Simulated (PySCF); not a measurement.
A structure optimised at PBE0-D3(BJ)/def2-SVP, used in a PySCF frequency run:

```xyz
9

Mg     0.3027     1.1092     0.0000
I     -0.0528    -1.4431     0.0000
C      0.6043     3.1859     0.0000
C     -0.6549     4.0539     0.0000
H      1.2325     3.4277    -0.8771
H      1.2325     3.4277     0.8771
H     -1.2883     3.8720     0.8841
H     -1.2883     3.8720    -0.8841
H     -0.4207     5.1335     0.0000
```
Charge 0, spin multiplicity 1.

**Question.** Write its SMILES, formula and point group.

**Answer.** C[CH2][Mg][I], C2H5IMg, Cs

**Question.** What are its rotational constants (standard atomic weights)?

**Answer.** 23.193, 0.73928, 0.72285 GHz
